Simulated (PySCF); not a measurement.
**How methods differ on the excitation energy of Cu(2+)**

Cu(2+) [Ar] 3d9 (2D) → Cu(2+) [Ar] 3d8 4s1 (4F), as a difference of total energies. Calculation: PySCF 2.14, in aug-cc-pwCVTZ-DK with one added diffuse shell each of s, p, d, f, g type (11s10p8d5f4g, 152 functions); scalar relativity by spin-free X2C-1e. The calculations carry no spin-orbit coupling.

```
method  excitation energy (eV)
   UHF                   5.750
  PW91                   7.329
 M06-L                   7.434
revPBE                   7.316
```
